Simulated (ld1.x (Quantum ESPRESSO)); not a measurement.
What the settings do to the PAW potential of oxygen (O)

Base potential:

```
Element                 : oxygen (O)
Generator               : ld1.x (Quantum ESPRESSO) 7.5
Type                    : PAW
Functional              : PBE
Relativity              : scalar-relativistic
Frozen core             : [He]
Valence charge          : 6
Reference configuration : 2s2 2p2.5 (charge +1.5)
Partial waves           : 2s (bound): rcut 0.85, rcutus 1.00 bohr; 2s channel at -1.85 Ry: rcut 0.85, rcutus 1.00 bohr; 2p (bound): rcut 1.05, rcutus 1.35 bohr; 2p channel at 0.5 Ry: rcut 1.05, rcutus 1.35 bohr; 3d channel at 0.35 Ry: rcut 0.90, rcutus 1.25 bohr; 3d channel at 0.95 Ry: rcut 0.90, rcutus 1.25 bohr
Local potential         : all-electron potential smoothed inside 0.90 bohr (lloc = -1)
Core correction         : Bessel-smoothed model core inside 0.70 bohr
Augmentation charge     : BESSEL, radius 0.85 bohr
```

Cutoffs, loose and tight: the cutoffs (Ry, on a coarse ladder) from which the occupation-weighted sum of valence levels, in a spherical-Bessel basis at the reference potential, stays within 10 and 1 mRy of its value at 400 Ry. They do not see the model core or the augmentation charge, which bear on the density cutoff. Test errors are all-electron minus pseudo excitation energies from the reference, over the configurations 2s2 2p4; 2s2 2p3; 2s2 2p2; 2s1 2p4; 2s2 2p0; 2s0 2p6; 2s2 2p1. A dash means not determined; rows that change the core or the reference have their own tests. The largest error is taken over the tests solved by every variant that gives reliable tests at all: 2s0 2p6; 2s1 2p4; 2s2 2p0; 2s2 2p2.

Cutoffs are not given where the Bessel-basis levels miss the radial ones by over 6 mRy, ghosts where they miss by over 20 mRy; a channel whose overlap is not positive is not tested.

A file whose overlap is not positive is unfit for use, and its test errors describe a broken file.

| change | outcome | cutoff, loose | cutoff, tight | bound ghosts | largest test error (meV) |
| --- | --- | --- | --- | --- | --- |
| base | generated | 40 Ry | 70 Ry | none | -8.7 |
| waves 2p (bound): rcut 0.88, rcutus 0.94 bohr; 2p channel at 0.5 Ry: rcut 0.88, rcutus 0.94 bohr | generated | 80 Ry | 100 Ry | none | +8.0 |
| waves 2p (bound): rcut 0.96, rcutus 1.02 bohr; 2p channel at 0.5 Ry: rcut 0.96, rcutus 1.02 bohr | generated | 70 Ry | 100 Ry | none | +7.1 |
| waves 2p (bound): rcut 1.05, rcutus 1.18 bohr; 2p channel at 0.5 Ry: rcut 1.05, rcutus 1.18 bohr | generated | 50 Ry | 80 Ry | none | -0.8 |
| waves 2p (bound): rcut 1.05, rcutus 1.36 bohr; 2p channel at 0.5 Ry: rcut 1.05, rcutus 1.36 bohr | generated | 40 Ry | 70 Ry | none | -8.7 |
| waves 2p (bound): rcut 1.05, rcutus 1.54 bohr; 2p channel at 0.5 Ry: rcut 1.05, rcutus 1.54 bohr | generated | 30 Ry | 55 Ry | none | -16 |
| waves 2p (bound): rcut 1.05, rcutus 1.84 bohr; 2p channel at 0.5 Ry: rcut 1.05, rcutus 1.84 bohr | generated, overlap not positive | – | – | not determined (overlap not positive) | +1998 |

**Question.** What comes out with this change to the base: waves 2p (bound): rcut 1.05, rcutus 1.72 bohr; 2p channel at 0.5 Ry: rcut 1.05, rcutus 1.72 bohr?

**Answer.** outcome: generated, overlap not positive; bound ghosts: not determined (overlap not positive); largest test error (meV): +68. A file whose overlap is not positive is unfit for use, and its test errors describe a broken file.

**Question.** What comes out with this change to the base: waves 2p (bound): rcut 1.05, rcutus 2.04 bohr; 2p channel at 0.5 Ry: rcut 1.05, rcutus 2.04 bohr?

**Answer.** outcome: generated; cutoff, loose: 21 Ry; cutoff, tight: 45 Ry; bound ghosts: none; largest test error (meV): +174.

Reading the sweep of the p radius (base included, trends over the rows without a ghost): The loose cutoff falls from 80 Ry at 0.94 to 21 Ry at 2.04 bohr. A larger radius leaves more room for a smooth pseudo-wave, so fewer plane waves are needed; a smaller one forces it to follow the all-electron wave where it bends sharply. The median size of the test errors (rows with all tests solved) rises from 0.8 meV at 0.94 to 7.7 meV at 2.04 bohr, with one reversal. More of the atom is replaced by a form fitted at one configuration, so other configurations suffer as the radius grows.
